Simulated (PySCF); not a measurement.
# Low-lying terms of Mg²⁺ (magnesium, charge +2)

Ground state [Ne], ¹S. Calculation: PySCF 2.14, in aug-cc-pVDZ with one added diffuse shell each of s, p, d type (6s5p3d, 36 functions); the non-relativistic Hamiltonian (point nucleus). Vertical excitation energies in eV without spin-orbit coupling; excited terms of each kind are numbered among those the solver found. Frozen: 1s2.

```
 term  leading excitation  EOM-EE-CCSD
1 3P°              2p → s       54.761
1 1P°              2p → s       55.103
 1 3S              2p → p       59.892
 1 3D              2p → p       60.484
 1 1D              2p → p       60.659
 1 3P              2p → p       60.822
 1 1P              2p → p       60.825
 1 1S              2p → p       62.550
2 3P°              2p → d       67.455
1 3F°              2p → d       67.585
1 1F°              2p → d       67.607
2 1P°              2p → d       67.618
 2 3S              2p → p       70.861
 2 1D              2p → p       71.040
```

The solver can miss terms. Rydberg members are limited by the diffuse functions of the basis.
